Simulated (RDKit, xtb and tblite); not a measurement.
Internal rotation in SMILES c1cccc(C(c2ccsc2)=O)c1. Scanned: dihedral O1–C2–C3–C4 and dihedral O1–C2–C9–C10; all other coordinates were relaxed at GFN2-xTB. Points at φ and −φ are mirror images. Heavy atoms are numbered in the order of the SMILES O=C(c1ccccc1)c1ccsc1, hydrogens after them in the order of the atoms that carry them; the mirror image has the same energies with the sign of each dihedral reversed.

GFN2-xTB (xtb and tblite); MMFF94 // GFN2-xTB (RDKit); UFF // GFN2-xTB (RDKit).

Energies in kcal/mol at chosen points (x: dihedral O1–C2–C3–C4 (°); y: dihedral O1–C2–C9–C10 (°)), relative to x = -30, y = 150:

```tsv
method	(150, -60)	(0, -90)	(120, 60)	(150, 30)	(-150, -30)	(-90, -120)	(90, -30)
GFN2-xTB	2.0	2.7	5.5	4.7	4.7	5.2	2.9
MMFF94	2.1	3.7	7.6	7.0	7.0	6.9	3.2
UFF	3.4	5.1	8.8	10.1	10.1	9.2	5.1
```
